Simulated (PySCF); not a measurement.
Molecule: C$_{2}$H$_{2}$O, charge 0, multiplicity 1. SMILES: C#CO
Geometry: optimised at B3LYP-D3(BJ)/def2-TZVP (Ansatz).

Dispersion corrections to the total energy (kcal/mol) from the dftd3 and dftd4 libraries through PySCF: D3(BJ) without and D4 with the three-body term, each with the damping fitted for the functional named.

```tsv
functional	D3(BJ)	D4
TPSS	-1.54	___
r2SCAN	-0.32	-0.27
HSE06	-0.74	-0.87
PW6B95	-0.56	___
TPSSh	-1.39	-1.41
B2PLYP	-0.96	-0.79
PBE0	___	-0.95
```

Question: Some entries are withheld; supply them.

Answer: 
- TPSS, D4: -1.57
- PW6B95, D4: -1.05
- PBE0, D3(BJ): -1.04
